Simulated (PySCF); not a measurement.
# Working out the excitation energy of N

N [He] 2s2 2p3 (4S) → N [He] 2s1 2p4 (4P). Computed with PySCF 2.14 in x2c-TZVPPall, with scalar relativity by spin-free X2C-1e. Frozen: nothing. Energies in hartree (1 hartree = 27.21139 eV):

| part | N (lower) | N (upper) |
| --- | --- | --- |
| UHF | -54.432001 | -54.029522 |
| MP2 opposite-spin | -0.082014 | -0.078052 |
| MP2 same-spin | -0.030254 | -0.030169 |

Q: What does Hartree-Fock give?

A: (-54.029522) − (-54.432001) = 0.402479 hartree = 10.952 eV.

Q: What do MP2 and SCS-MP2 (6/5 opposite-spin, 1/3 same-spin) give?

A: The opposite-spin parts differ by 0.108 eV and the same-spin parts by 0.002 eV. MP2: 10.952 + (0.108) + (0.002) = 11.062 eV. SCS-MP2: 10.952 + 1.2 × (0.108) + (0.002)/3 = 11.082 eV.

Measured between the centres of the two terms (NIST): 10.927 eV, so MP2 (valence and next inner shell) is off by 0.135 eV.

What remains against the reference includes basis incompleteness and correlation beyond second order.
